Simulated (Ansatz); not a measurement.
Calculated with Ansatz (gas phase, PBE0-D4/def2-TZVP geometries, no zero-point term in ΔE). CCSD(T)/CBS adds triple-zeta CCSD(T) − MP2 to the extrapolated MP2 energy (def2 sets, frozen cores). This one scheme is used for every species. Each species was taken in one conformer, which may not be the lowest.

`CO[SiH](O)[SiH3]` → `O[SiH2][SiH3]` + `C=O`  (β-hydride elimination)

```csv
species,CCSD(T)/CBS(def2) energy (Eh)
`CO[SiH](O)[SiH3]`,-771.44542
`O[SiH2][SiH3]`,-656.96789
`C=O`,-114.39408
```

Work out ΔE.

ΔE = (-656.96789) + (-114.39408) − (-771.44542) = 0.08345 Eh = +219.1 kJ/mol.

Largest T1 diagnostic among the species: 0.015.

From r2SCAN to r2SCAN0 (25 % exact exchange), in def2-TZVPP and without D4, ΔE moves by +9.5 kJ/mol. At CCSD(T), def2-SVP lies −33.5 kJ/mol from the extrapolated value and def2-TZVPP −6.6 kJ/mol. In def2-TZVPP, CCSD(T) changes the Hartree–Fock value by +15.3 kJ/mol (the triples alone add −0.5 kJ/mol) and MP2 by +25.4 kJ/mol.
